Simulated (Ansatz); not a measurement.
Input for Ansatz (development build ahead of 0.2.0):

```yaml
crystal:
  periodic: [false, false, false]
  atoms:
    - { symbol: Cu, position_ang: [0.0, 0.0, 0.0] }
    - { symbol: Cl, position_ang: [1.30481, 1.30481, 1.30481] }
    - { symbol: Cl, position_ang: [1.30481, -1.30481, -1.30481] }
    - { symbol: Cl, position_ang: [-1.30481, 1.30481, -1.30481] }
    - { symbol: Cl, position_ang: [-1.30481, -1.30481, 1.30481] }
basis:
  gaussian: { orbitals: pcseg-2 }
total_charge: -2
magnetization:
  initial_magnetization: 1
hamiltonian:
  xc: pbe0
```

The input is written out in the form of the current development build from the run's settings.

Output:

* Converged: yes
* Total energy: -3480.79363 hartree
* Spin squared of the determinant: 0.750
* Stability test: minimum among restricted orbitals

Caution: no diffuse functions for an anion; other spin multiplicities were not run.
